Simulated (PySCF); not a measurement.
An excited-state job on `N#Cc1c(F)c[se]c1F`.

Computed with TDDFT B3LYP/def2-SVPD, vertical, gas phase, core orbitals frozen in the response (PySCF 2.14.0, density-fitted response routines). Geometry: GFN2-xTB. The input is one job of a driver script: a line of settings, then coordinates in Å.

Command:
```bash
OMP_NUM_THREADS=1 python probes_run.py task.json out
```

Input:
```
{"job": {"kind": "uv", "xc": "B3LYP", "basis": "def2-SVPD", "nstates": 8, "ntriplets": 3}, "charge": 0, "multiplicity": 1}
N     -2.553965    -1.821471    -0.147614
C     -1.671823    -1.093584    -0.094104
C     -0.581959    -0.203682    -0.029059
C      0.788540    -0.617760     0.013517
F      1.117497    -1.910048    -0.006538
C      1.714514     0.368994     0.073536
Se     0.934328     2.053201     0.085523
C     -0.690322     1.160875     0.000257
F     -1.825888     1.843962    -0.028314
H      2.777961     0.224167     0.110267
```

**Question.** Estimate the output.

**Answer.** 
```
coarse grid: 51424 points
cycle   1  E = -2846.3750687012  dE =  8.496e-01  |g| = 7.367e-01  |ddm| = 6.855e+00
cycle   2  E = -2845.9597265283  dE =  4.153e-01  |g| = 1.535e+00  |ddm| = 2.927e+00
cycle   3  E = -2846.4721535505  dE = -5.124e-01  |g| = 2.634e-01  |ddm| = 2.328e+00
cycle   4  E = -2846.4857692388  dE = -1.362e-02  |g| = 9.307e-02  |ddm| = 4.738e-01
cycle   5  E = -2846.4874033859  dE = -1.634e-03  |g| = 2.792e-02  |ddm| = 1.460e-01
cycle   6  E = -2846.4875615601  dE = -1.582e-04  |g| = 1.158e-02  |ddm| = 6.289e-02
cycle   7  E = -2846.4875932230  dE = -3.166e-05  |g| = 2.885e-03  |ddm| = 2.079e-02
cycle   8  E = -2846.4875950734  dE = -1.850e-06  |g| = 7.237e-04  |ddm| = 5.427e-03
final grid: 108688 points
cycle   9  E = -2846.4876556050  dE =  3.296e-07  |g| = 1.425e-03  |ddm| = 6.687e-03
cycle  10  E = -2846.4876536841  dE =  1.921e-06  |g| = 3.214e-03  |ddm| = 5.800e-03
cycle  11  E = -2846.4876560663  dE = -2.382e-06  |g| = 3.655e-04  |ddm| = 3.995e-03
cycle  12  E = -2846.4876560970  dE = -3.069e-08  |g| = 5.908e-05  |ddm| = 5.090e-04
cycle  13  E = -2846.4876560978  dE = -8.467e-10  |g| = 1.800e-05  |ddm| = 1.356e-04
converged SCF energy = -2846.4876560978

Static polarisability (au): isotropic 87.279, principal 52.954 83.832 125.050

Singlet excitations
state   eV       nm        f      main configurations
  1   4.7184    262.8   0.00056   H->L+1 0.98
  2   4.8212    257.2   0.04493   H->L 0.87
  3   5.1354    241.4   0.00015   H-1->L+1 0.97
  4   5.3007    233.9   0.15581   H-1->L 0.80, H->L 0.09
  5   6.2584    198.1   0.00425   H->L+3 0.96
  6   6.4140    193.3   0.00019   H->L+4 0.83, H-2->L 0.13
  7   6.4338    192.7   0.00107   H-2->L 0.79, H->L+4 0.14
  8   6.5286    189.9   0.35913   H->L+2 0.54, H-1->L+2 0.27

Triplet excitations (Tamm-Dancoff, eV): 3.3285 4.0376 4.4031
```

The SCF starts on a coarse grid where the log names one; the energy can jump when the final grid takes over, and dE then counts from the start density on the new grid. H and L stand for HOMO and LUMO; the number after each pair is its weight.

**Question.** How does the lowest singlet excitation compare with the HOMO–LUMO gap?

**Answer.** HOMO -7.43 eV and LUMO -2.14 eV give a gap of 5.29 eV; S1 at 4.72 eV lies 0.57 eV below it.

**Question.** Which computed singlet has the largest oscillator strength, and what do all of them sum to?

**Answer.** State 8 at 6.53 eV (190 nm), f = 0.359; the 8 states sum to 0.566.

Summary of the converged run: HOMO -7.43 eV, LUMO -2.14 eV; lowest singlet 4.72 eV; lowest triplet 3.33 eV (Tamm–Dancoff); mean polarisability 87.3 au.

 Relativistic effects, spin–orbit coupling among them, are left out although an element past zinc is present.

Cost: about 1.6 min of CPU time on one thread; the machine was shared, so the figure is rough.
Labels such as C1 count atoms from 1, the log's own numbers from 0.
